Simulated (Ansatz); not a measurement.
Cost and result for the atomization energy of CH3InOSe (7 atoms, 7 bonds).

Cartesian coordinates in Å:
```
O 0.895 -1.743 0.633
C 0.452 -0.515 0.497
Se 0.829 0.747 1.728
In -0.678 0.992 -0.638
H 0.596 -2.274 -0.116
H 0.250 1.776 -1.839
H -2.344 1.016 -0.265
```

Charge 0, multiplicity 1. Correlated methods include outer-core shells of In, Se, which these sets cover unevenly. Scalar relativity is left out up to krypton. In takes the def2 core potential. The bonds changed during the relaxation, so this is another structure than the one it started from. The structure was optimised at the PBE0-D4/def2-TZVP level. It is one conformer, not always the lowest. Program: Ansatz. All runs use 4 threads of a server CPU on a shared host. Times are those of one run each, without the atoms' runs, and a repeat can differ threefold. Electronic energies, without spin–orbit coupling; frozen cores. CCSD(T)/CBS adds CCSD(T) − MP2 in def2-TZVPP to the MP2 limit, and its time is that of the two runs behind it. T1 = 0.019. With those shells the extrapolation isn't a true limit. B3LYP takes the VWN-RPA correlation (the form of Gaussian; ORCA's B3LYP/G).

CCSD(T)/CBS is a level of theory with its own doubt, some kJ/mol a heavy atom from the limit and from the frozen cores, so smaller differences don't rank the functionals.

```tsv
level	functions	wall time	atomization (kcal/mol)	difference from CCSD(T)/CBS	per bond
LDA (SPW92)/def2-TZVPP	202	1.2 s	586.5	97.4	13.9
PBE-D4/def2-TZVPP (with forces)	202	2.4 s	502.5	13.4	1.9
BHLYP-D4/def2-TZVPP	202	3.3 s	454.8	-34.3	-4.9
CAM-B3LYP-D4/def2-TZVPP	202	3.4 s	481.1	-8.0	-1.1
B3LYP-D4/def2-TZVPP (with forces)	202	4.4 s	479.1	-10.0	-1.4
r2SCAN-D4/def2-TZVPP (with forces)	202	4.7 s	490.0	0.9	0.1
r2SCANh-D4/def2-TZVPP	202	5.5 s	483.2	-5.9	-0.8
B2PLYP/def2-TZVPP	202	6 s	474.8	-14.3	-2.0
CCSD(T)/def2-SVP	101	7.5 s	448.4	-40.7	-5.8
B97M-V/def2-TZVPP	202	8.5 s	488.6	-0.5	-0.1
MP2/def2-QZVPP	375	17 s	491.0	1.9	0.3
CCSD(T)/def2-TZVPP	202	2.2 min	471.5	-17.6	-2.5
CCSD(T)/CBS(def2)	–	2.5 min	489.1	0.0	0.0
```

From BLYP to BHLYP (50 % exact exchange), in def2-TZVPP and without D4, the atomization energy moves by −26.7 kcal/mol: exact exchange takes away binding that semilocal exchange gives to molecules. In def2-TZVPP, CCSD(T) changes the Hartree–Fock value by +171.0 kcal/mol (the triples alone add +14.7 kcal/mol) and MP2 by +180.3 kcal/mol; breaking electron pairs costs correlation energy, which Hartree–Fock lacks. At CCSD(T), def2-SVP lies −40.7 kcal/mol from the extrapolated value and def2-TZVPP −17.6 kcal/mol: correlation converges slowly with the basis, and small sets miss more of it in the bonded molecule than in its fragments.

Spin–orbit coupling would lower the free In atoms strongly, and the atomization energy with them, by more than many differences here. For some Ge, Se and Sn compounds the MP2-based and the directly extrapolated limit differ by 10 to 25 kJ/mol.
